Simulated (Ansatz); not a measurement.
`CO[Si](CCC(F)(F)C(F)(F)C(F)(F)C(F)(F)F)(OC)OC` with charge +1. Charge 1, multiplicity 2. Geometry PBE-D4/def2-SVP; atoms count from 1.

```
atom   x (Å)   y (Å)   z (Å)
  C1  -2.640   0.721   2.883
  O2  -1.551   0.639   1.973
 Si3  -0.969   1.685   0.823
  C4  -0.910   0.732  -0.829
  C5  -0.098  -0.543  -0.698
  C6  -0.146  -1.344  -2.019
  F7  -1.431  -1.625  -2.348
  F8   0.404  -0.644  -3.035
  C9   0.584  -2.755  -1.920
 F10  -0.085  -3.491  -1.007
 F11   0.484  -3.334  -3.130
 C12   2.092  -2.681  -1.498
 F13   2.140  -2.420  -0.165
 F14   2.701  -1.673  -2.159
 C15   2.889  -4.007  -1.769
 F16   3.082  -4.162  -3.080
 F17   2.203  -5.051  -1.284
 F18   4.071  -3.923  -1.149
 O19   0.569   2.195   1.175
 C20   1.432   1.927   2.272
 O21  -2.006   2.965   0.601
 C22  -1.798   4.368   0.603
 H23  -2.359   0.156   3.796
 H24  -2.897   1.768   3.141
 H25  -3.533   0.221   2.447
 H26  -0.475   1.448  -1.557
 H27  -1.969   0.545  -1.097
 H28   0.964  -0.330  -0.472
 H29  -0.494  -1.212   0.091
 H30   2.065   2.825   2.431
 H31   0.874   1.682   3.198
 H32   2.113   1.083   2.021
 H33  -2.719   4.844   1.003
 H34  -0.912   4.663   1.200
 H35  -1.676   4.730  -0.443
```

Single mean-field runs in def2-TZVP are fitted with def2-universal-jkfit.

(1) Estimate the Mulliken populations of the heavy atoms from the PBE0/def2-TZVP orbitals of Ansatz.

(2) Where does the spin sit?

(3) And the Mayer bond orders between heavy atoms (over 0.3)?

## Answers

(1) 
```csv
atom,charge (e),spin (α − β)
C1,-0.23,0.00
O2,-0.26,0.17
Si3,0.66,-0.01
C4,-0.27,0.24
C5,-0.35,0.01
C6,0.36,0.04
F7,-0.15,0.01
F8,-0.14,0.01
C9,0.30,0.01
F10,-0.14,0.00
F11,-0.12,0.01
C12,0.25,0.00
F13,-0.16,0.00
F14,-0.14,0.00
C15,0.43,0.00
F16,-0.12,0.00
F17,-0.13,0.00
F18,-0.12,0.00
O19,-0.27,0.16
C20,-0.22,0.00
O21,-0.24,0.21
C22,-0.23,0.01
```
Mulliken values depend strongly on the basis.

(2) Summed by element: C 0.32, O 0.53, Si -0.01, F 0.03, H 0.13, of 1 unpaired in all. Largest on single atoms: C4 0.24, O21 0.21, O2 0.17.

(3) C1–O2 0.90 (1.42 Å); O2–Si3 1.19 (1.66 Å); Si3–C4 0.85 (1.91 Å); Si3–O19 1.21 (1.66 Å); Si3–O21 1.20 (1.66 Å); C4–C5 1.02 (1.52 Å); C5–C6 0.98 (1.55 Å); C6–F7 1.10 (1.36 Å); C6–F8 1.12 (1.35 Å); C6–C9 0.92 (1.59 Å); C9–F10 1.11 (1.35 Å); C9–F11 1.14 (1.35 Å); C9–C12 0.94 (1.57 Å); C12–F13 1.07 (1.36 Å); C12–F14 1.12 (1.35 Å); C12–C15 0.96 (1.57 Å); C15–F16 1.18 (1.33 Å); C15–F17 1.16 (1.34 Å); C15–F18 1.17 (1.34 Å); O19–C20 0.90 (1.42 Å); O21–C22 0.91 (1.42 Å).
